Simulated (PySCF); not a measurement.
## Cost of response and excited-state runs on `[Ge@H]1([C](=C)[O][GeH3])[O]C=[C]1F`, C4H7FGe2O2

Geometry (Å), atoms numbered from 1 in this order:
```xyz
16

C     0.7875   -1.4121    0.4356
C     0.5745   -0.1086    0.4886
O     1.4690    0.8757    0.2867
Ge    3.1562    0.6625   -0.2343
Ge   -1.2004    0.7211    0.8278
O    -2.2640    0.5954   -0.7627
C    -3.2412   -0.0752   -0.0996
C    -2.8895   -0.2424    1.1738
F    -3.5662   -0.8447    2.1687
H    -0.0147   -2.1040    0.6256
H     1.7626   -1.8183    0.1971
H     3.8879   -0.1123    0.8235
H     3.5644    2.0901   -0.3192
H     3.1613   -0.0631   -1.5452
H    -1.0738    2.2161    1.1066
H    -4.1212   -0.3714   -0.6494
```

PySCF with density fitting, on 1 thread of an Arm Neoverse V2, shared host. Command: `OMP_NUM_THREADS=1 python excited_run.py task.json out`

Problem. How long does this run take, and how much memory?
- excited states, B3LYP/def2-SVP; Tamm-Dancoff; spin-orbit couplings; 5 states; 5 triplets; quadratic response for 4 states

Solution. 
```csv
run,level,basis functions,wall time,peak memory (GiB)
excited states,B3LYP/def2-SVP,197,59 s,0.92
```
Times from a shared host are rough.
